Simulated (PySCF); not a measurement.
CH4AlO, charge +1. Atoms are numbered in the order given.

```xyz
7

Al     0.0000     0.0000     0.0940
C      0.0000     0.0000    -1.8188
H     -0.8934    -0.5158    -2.1797
H      0.8934    -0.5158    -2.1797
H      0.0000     1.0317    -2.1797
O      0.0000     0.0000     1.6970
H      0.0000     0.0000     2.6539
```
Charge +1, spin multiplicity 1.

Geometry: TPSSh-D3(BJ)/def2-TZVP. The multiplicity is an assumed one; other spin states were not compared. The isomer is the one that the SMILES or the coordinates give; other isomers of the formula were not compared. Other conformers were not sampled.

These are TDDFT-M06-2X/def2-SVPD run with PySCF 2.14.0 values and carry that method's errors.

Vertical excitations; the highest root listed may be one member of a degenerate set. Gas-phase values at a fixed geometry. State labels are in the subgroup Cs.

Q: Estimate the UV-visible absorptions. (An estimate is asked for; the answer gives what the named calculation found.)

A: 
```csv
state,symmetry,energy (eV),λ (nm),f,main pairs
S1,A",7.26,171,0.009,HOMO−1→LUMO (degenerate set)
S2,A',7.26,171,0.009,HOMO−2→LUMO (degenerate set)
S3,A',7.68,162,0.340,HOMO→LUMO 94 %
S4,A",8.06,154,0.000,"HOMO−2→LUMO+1 49 %, HOMO−1→LUMO+2 49 %"
S5,A",8.33,149,0.002,"HOMO−1→LUMO+2, HOMO−2→LUMO+1 (degenerate set)"
S6,A',8.33,149,0.002,"HOMO−1→LUMO+1, HOMO−2→LUMO+2 (degenerate set)"
S7,A',8.35,148,0.034,"HOMO→LUMO+2, HOMO−4→LUMO (degenerate set)"
S8,A",8.35,148,0.034,"HOMO→LUMO+1, HOMO−3→LUMO (degenerate set)"
S9,A",8.59,144,0.128,"HOMO−3→LUMO, HOMO→LUMO+1 (degenerate set)"
S10,A',8.59,144,0.128,"HOMO−4→LUMO, HOMO→LUMO+2 (degenerate set)"
T1,A',5.62,221,0,HOMO→LUMO 94 %
T2,A",6.76,183,0,HOMO−1→LUMO (degenerate set)
T3,A',6.76,183,0,HOMO−2→LUMO (degenerate set)
T4,A",7.16,173,0,HOMO→LUMO+1 94 %
```
Triplets are in the Tamm–Dancoff approximation, which puts them higher than full response would, so one can lie above its singlet here.
